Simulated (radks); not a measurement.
Values are calculated unless marked as measured or tabulated.
Initial-state core-level shifts of neutral selenium when its valence configuration changes from [Ar] 3d10 4s2 4p4. Level of theory: Dirac Kohn-Sham, PBE, spin-unpolarised, spherical densities, point nucleus; open shells fill j = l - 1/2 first (a radial shooting solver on a logarithmic mesh with Libxc functionals). Shifts are changes of the shell-averaged eigenvalues in eV (positive: less bound).

valence                1s       2s       3s       3p
3d9 4s2 4p5       -13.958  -15.522  -12.099  -11.862
3d8 4s2 4p6       -28.777  -32.070  -24.514  -24.052
3d10 4s1.5 4p4.5   -0.872   -0.842   -0.853   -0.849
3d10 4s1 4p5       -1.722   -1.663   -1.685   -1.677
3d9 4s1 4p6       -15.561  -17.080  -13.666  -13.421
3d10 4s0.5 4p5.5   -2.552   -2.465   -2.499   -2.487
3d9.5 4s2 4p4.5    -6.870   -7.630   -6.007   -5.888
